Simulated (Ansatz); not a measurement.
```yaml
crystal:
  periodic: [false, false, false]
  atoms:
    - {symbol: C, position_ang: [-0.869142, -0.668331, 1.352758]}
    - {symbol: P, position_ang: [-0.063316, 0.341400, -0.098975]}
    - {symbol: C, position_ang: [1.070817, -0.059177, -0.334362]}
    - {symbol: C, position_ang: [-0.995005, -0.389310, -1.138567]}
    - {symbol: Cu, position_ang: [-0.587910, 2.435418, 0.028509]}
    - {symbol: F, position_ang: [-0.665141, 4.254719, 0.120270]}
    - {symbol: H, position_ang: [-0.337732, -1.565743, 1.463992]}
    - {symbol: H, position_ang: [-1.749584, -0.443449, 1.602248]}
    - {symbol: H, position_ang: [0.060676, -0.437875, 2.403009]}
    - {symbol: H, position_ang: [2.046725, 0.236333, -0.827552]}
    - {symbol: H, position_ang: [1.887601, -1.219908, -0.159397]}
    - {symbol: H, position_ang: [2.420613, -0.120450, 0.606303]}
    - {symbol: H, position_ang: [-0.445262, -0.553577, -2.137766]}
    - {symbol: H, position_ang: [-0.848472, -1.582373, -1.087445]}
    - {symbol: H, position_ang: [-2.114517, -0.373005, -1.259382]}
basis:
  gaussian: {orbitals: ANO-RCC-VTZP}
hamiltonian: {xc: {name: r2SCANh}}
```

```sh
$ ansatz run in.yaml --threads 2 --pin off --events-out ev --progress --plain --max-ram 20480MiB --backend cuda --devices 0, --max-vram 18GiB
```

It prints (some lines left out):

```
Functional definition: r2SCANh
2247 factors; their error is unknown
mean field evaluation 1: about -60269.3996 eV, gradient 1.2e2 eV
mean field evaluation 2: about -59245.8026 eV, gradient 6.6e2 eV
mean field evaluation 4: about -60299.0268 eV, gradient 2.5e1 eV
mean field evaluation 8: about -60300.5433 eV, gradient 4.6e0 eV
mean field evaluation 16: about -60300.6133 eV, gradient 4.7e-2 eV
mean field -60300.61326660 eV, -2216.0066643240 hartree, gradient 4.1e-5 eV, S^2 0.000000; 0 other end points of the search recorded, 0 dependent functions left out
reference -60300.61329595 eV, -2216.0066654026 hartree; 40, 40 occupied and 299, 299 virtual orbitals, 2247 factors
Total energy: -60300.61329595 eV, -2216.0066654026 hartree
Relativity: scalar
```

It took 6 s on 2 threads of an AMD EPYC 7R13 on a shared host and a share of an NVIDIA H100 80 GB, with 1.1 GiB of host memory at the peak.
